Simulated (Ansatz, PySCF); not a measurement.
diboron tetrafluoride (B2F4), SMILES FB(F)B(F)F. Atoms are numbered in the order given.

```xyz
6

F      0.7971    -1.5527     0.7894
B      0.0000    -0.8609     0.0000
F     -0.7972    -1.5528    -0.7893
B      0.0000     0.8609     0.0000
F      0.7971     1.5527    -0.7894
F     -0.7971     1.5527     0.7894
```

The structure is a stationary point at PBE0-D3(BJ)/def2-SVP. Other conformers were not sampled.

Two levels are set side by side: PBE-D3(BJ)/def2-SVP (Ansatz, an electronic-structure program) and PBE0-D3(BJ)/def2-SVP (PySCF). Each level has its own optimised geometry; the coordinates shown are those of the second. Differences are taken from unrounded values.

```csv
quantity,PBE0-D3(BJ),PBE-D3(BJ),PBE-D3(BJ) minus PBE0-D3(BJ)
mean bond length (Å),1.399,1.409,0.011
bond F1–B2 (Å),1.318,1.331,0.013
bond B2–F3 (Å),1.318,1.331,0.013
bond B2–B4 (Å),1.722,1.725,0.003
bond B4–F5 (Å),1.318,1.331,0.013
bond B4–F6 (Å),1.318,1.331,0.013
```

Exact exchange shortens and stiffens bonds; PBE has none. Differences between two approximate levels are no errors against the true value.
